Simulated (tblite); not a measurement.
C3H10NOSi (doublet state).
Numbering: `[CH3:1][NH:2][CH:3][SiH2:4][O:5][CH3:6]` (hydrogens: H7, H8, H9 on C1; H10 on N2; H11 on C3; H12, H13 on Si4; H14, H15, H16 on C6)

Geometry (GFN2-xTB, Å), atoms numbered from 1 in this order:
```xyz
16
C3H10NOSi angstrom
C     -2.6856   -0.0016   -0.0815
N     -1.9996   -0.9014    0.8025
C     -0.6520   -0.7737    1.0246
Si     0.4815    0.1994   -0.0364
O      1.8875   -0.0455    0.7539
C      3.1344    0.4175    0.3659
H     -3.7001   -0.3620   -0.2474
H     -2.7321    1.0211    0.3122
H     -2.1550    0.0295   -1.0307
H     -2.5499   -1.2228    1.5872
H     -0.2793   -1.3936    1.8242
H      0.6155   -0.2260   -1.4495
H      0.1926    1.6501   -0.1007
H      3.4722   -0.0863   -0.5448
H      3.1183    1.4942    0.1751
H      3.8442    0.2103    1.1690
```

All values are computed: GFN2-xTB (tblite) harmonic vibrations without scaling, gas phase. Errors from tens to a few hundred cm⁻¹ against measured bands are possible. Modes of hydrogen on silicon can be 10 to 20 % off. One conformer, not necessarily the lowest. Open shells enter through the occupations alone, without spin polarisation, and single modes of such species can be off by tens of per cent.

Harmonic wavenumbers (cm⁻¹): 64.8, 77.4, 106.4, 111.8, 138.7, 214.0, 225.2, 274.0, 400.5, 463.8, 520.9, 581.8, 610.1, 760.1, 779.4, 814.4, 870.2, 1023.3, 1088.9, 1112.6, 1139.7, 1146.9, 1163.6, 1250.4, 1363.7, 1413.8, 1425.4, 1456.1, 1471.5, 1492.3, 1494.5, 1498.9, 2037.1, 2110.2, 2898.5, 2926.4, 2944.1, 2976.9, 3013.4, 3035.1, 3084.8, 3386.7.

A = 10118, B = 1225, C = 1125 MHz; mass 104.053 u (most abundant isotopes); point group C1, symmetry number 1; spin multiplicity 2.

Q: What is the zero-point energy?

A: Half the sum of the wavenumbers: 27484 cm⁻¹ = 78.58 kcal/mol.

Q: Entropy at 298.15 K, 1 bar (ideal gas, RRHO, classical rotation)?

A: Translation 39.86, rotation 27.54, vibration 27.72, spin (R ln 2) 1.38: S = 96.5 cal/(mol K).

Q: And Cp and H(298.15 K) − H(0)?

A: Cp = 34.23 cal/(mol K), of which vibrations give 26.28 (their classical limit is 42 R = 83.5); H(298.15 K) − H(0) = 6.64 kcal/mol without the zero-point energy, 4.27 from vibrations.

Q: What must be added to the electronic energy to get the Gibbs energy at 298.15 K and 1 bar?

A: ZPE + [H(298.15 K) − H(0)] − T·S = 78.58 + 6.64 − 28.77 = 56.45 kcal/mol.

Q: How do the functions run with temperature in this model?

A: 
```csv
T (K),S (cal/(mol K)),Cp (cal/(mol K)),H − H(0) (kcal/mol),G − H(0) (kcal/mol),ln q(vib)
150,77.2,23.2,2.39,-9.19,2.97
250,90.8,30.6,5.08,-17.62,5.56
400,107.6,41.6,10.51,-32.53,9.14
600,126.9,53.6,20.10,-56.03,13.59
900,151.1,65.8,38.16,-97.85,19.69
```

q(vib) and H(0) count from the zero-point level.

Q: Blend soft modes into free rotors: weight 1/[1 + (100 cm⁻¹/ν̃)⁴] for the oscillator and the rest for a rotor with moment μB/(μ + B), μ = h/(8π²ν), B = 10⁻⁴⁴ kg m². What vibrational entropy results?

A: 25.76 cal/(mol K) in place of 27.72, which changes −T·S at 298.15 K by +0.58 kcal/mol.

Hindered rotation and anharmonicity are outside this model. Other conformers, if any are populated, would add a mixing term that is left out. The structure is chiral; the term R ln 2 for an equal mix with its mirror image is left out.

Hardware: one thread, Arm Neoverse V2 (aarch64), shared host. Cost: 0.38 s. This covers the Hessian and the dipole derivatives.
